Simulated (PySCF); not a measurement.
C₅H₇BO₂.
Atom-mapped SMILES: `[CH3:1]/[CH:2]=[CH:3]\[C:4]#[C:5][B:6]([OH:7])[OH:8]` (hydrogens: H9, H10, H11 on C1; H12 on C2; H13 on C3; H14 on O7; H15 on O8)

Computed with PySCF at B3LYP/def2-SVPD, non-relativistic, on one gas-phase PBE0-D3(BJ)/def2-SVP geometry that isn't relaxed in the solvent. The solvent is an IEF-PCM continuum (van der Waals radii × 1.2), and excitations are vertical TDDFT with non-equilibrium linear response and a frozen core. Specific hydrogen bonds and non-electrostatic terms are outside this model.

Gas-phase singlets (H = HOMO, L = LUMO):

```csv
state,E (eV),λ (nm),f,leading configurations
S1,4.720,263,0.010,H-1→L 95%
S2,4.951,250,0.386,H→L 83%
S3,5.681,218,0.004,"H→L+2 50%, H→L+1 45%"
S4,5.989,207,0.004,"H→L+1 54%, H→L+2 40%"
S5,6.633,187,0.003,H→L+3 88%
```

**Question.** Give the list for benzene (ε = 2.271), n² = 2.25.

**Answer.** 
```json
{"state": "S1", "E (eV)": "4.742", "λ (nm)": "261", "f": "0.106", "leading configurations": "H-1→L 74%, H→L 23%", "change by rank (eV)": "+0.022"}
{"state": "S2", "E (eV)": "4.839", "λ (nm)": "256", "f": "0.419", "leading configurations": "H→L 68%, H-1→L 25%", "change by rank (eV)": "-0.112"}
{"state": "S3", "E (eV)": "5.721", "λ (nm)": "217", "f": "0.005", "leading configurations": "H→L+2 60%, H→L+1 35%", "change by rank (eV)": "+0.040"}
{"state": "S4", "E (eV)": "6.005", "λ (nm)": "206", "f": "0.006", "leading configurations": "H→L+1 63%, H→L+2 31%", "change by rank (eV)": "+0.016"}
{"state": "S5", "E (eV)": "6.663", "λ (nm)": "186", "f": "0.229", "leading configurations": "H-2→L 51%, H-1→L+1 18%, H-1→L+2 12%", "change by rank (eV)": "+0.030"}
```

**Question.** The ground-state energy changes by -0.150 eV from gas to benzene. By how much does the total energy of gas-phase S2 change?

**Answer.** E(S2) = E(S0) + excitation energy, so it changes by -0.150 − 0.112 = -0.262 eV: it is lowered more than the ground state, which is what a red shift means. This is the vertical state, with the slow part of the continuum still set for S0.

**Question.** How do the frontier levels move from gas to benzene?

**Answer.** 
```csv
orbital,gas (eV),solvent (eV),change (eV)
LUMO+2,0.21,0.26,+0.05
LUMO+1,-0.15,-0.09,+0.06
LUMO,-1.52,-1.51,+0.01
HOMO,-6.74,-6.73,+0.01
HOMO-1,-7.63,-7.66,-0.03
HOMO-2,-9.13,-9.14,-0.01
HOMO-3,-9.15,-9.18,-0.03
```

The HOMO–LUMO gap goes from 5.22 to 5.22 eV. Rows go by rank; for HOMO-3 and HOMO-2 the atom shares or the degeneracy differ between the runs, so the row needn't follow one orbital.

Shape of the structure used: `[CH3:1]/[CH:2]=[CH:3]\[C:4]#[C:5][B:6]([OH:7])[OH:8]`: H–O7–B6–C5 0°, H–O8–B6–C5 180°.
